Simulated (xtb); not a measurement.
SZn, SMILES [S]=[Zn]. All values are semi-empirical tight-binding results from xtb (GFN2-xTB unless named), good for trends rather than for accurate numbers. Geometry: GFN2-xTB.

Optimised geometry:

Bonds (Å): Zn1–S2 2.057.

For metal compounds this method's bond lengths and energies can be far off.

```json
{
 "point_group_as_xtb_finds_it": "C∞v",
 "orbital_gap": "1.08 eV"
}
```

Computed atomic charges and the Wiberg bond orders between heavy atoms:
charges (e) Zn1 0.29, S2 -0.29. Bond orders Zn1–S2 1.63.
